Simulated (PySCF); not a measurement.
# Radial density of Li⁺ (lithium, charge +1)

B3LYP, 1s2, closed-shell 1S. Calculation: PySCF 2.14, in cc-pVDZ (3s2p1d, 14 functions); no relativity, point nucleus.

| r (bohr) | 4πr²ρ (e/bohr) |
| --- | --- |
| 0.00703 | 0.007993 |
| 0.0118 | 0.02221 |
| 0.0199 | 0.06019 |
| 0.0334 | 0.1564 |
| 0.0562 | 0.3873 |
| 0.0946 | 0.8730 |
| 0.159 | 1.700 |
| 0.268 | 2.590 |
| 0.450 | 2.680 |
| 0.757 | 1.500 |
| 1.27 | 0.3129 |
| 2.14 | 0.01407 |
| 3.60 | 0.0001311 |
